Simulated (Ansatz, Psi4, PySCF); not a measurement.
C$_{2}$H$_{5}$O$_{2}$ (SMILES COC=[OH+]), charge +1, singlet, geometry from GFN2-xTB. Base run: HF/def2-SVPD (PySCF).

PySCF was given this input:
```python
from pyscf import gto, scf

mol = gto.Mole()
mol.atom = '''
    C    -0.881858    0.008998   -0.074186
    O    -0.719743   -1.145473    0.456747
    O     0.058028    0.777845   -0.344421
    H    -1.875885    0.395557   -0.326715
    C     1.436644    0.478120   -0.100263
    H     1.824079    1.265800    0.549056
    H     1.576979   -0.502734    0.351032
    H     1.952118    0.543528   -1.060560
    H    -1.512292   -1.683829    0.635275
'''
mol.basis = 'def2-svpd'
mol.charge = 1
mol.spin = 0
mol.verbose = 3
mol.build()

mf = scf.RHF(mol)
mf.kernel()
```

The same geometry, method and basis name were run in Ansatz (a quantum-chemistry and plane-wave program) and Psi4 and PySCF, at each program's defaults and at the settings that a row names. The base is PySCF at its defaults. Differences at the defaults can come from grids, fitting, cores and function types together.

```json
[
 {"code and settings": "PySCF, defaults (exact integrals, spherical functions)", "ΔE vs base (mEh)": "0.000", "basis functions": "126", "E (Eh)": "-227.94435", "SCF cycles": "11"},
 {"code and settings": "Psi4, defaults (density fitting with its default set, spherical functions)", "ΔE vs base (mEh)": "0.192", "basis functions": "126", "E (Eh)": "-227.94415", "SCF cycles": "9"},
 {"code and settings": "Ansatz, defaults (factorised integrals, spherical functions)", "ΔE vs base (mEh)": "0.014", "basis functions": "126", "E (Eh)": "-227.94433", "SCF cycles": "-"},
 {"code and settings": "PySCF, density fitting with def2-universal-jkfit", "ΔE vs base (mEh)": "0.192", "basis functions": "126", "E (Eh)": "-227.94415", "SCF cycles": "11"},
 {"code and settings": "Psi4, exact integrals, spherical functions", "ΔE vs base (mEh)": "0.000", "basis functions": "126", "E (Eh)": "-227.94435", "SCF cycles": "12"},
 {"code and settings": "Ansatz, high accuracy", "ΔE vs base (mEh)": "0.000", "basis functions": "126", "E (Eh)": "-227.94435", "SCF cycles": "-"}
]
```
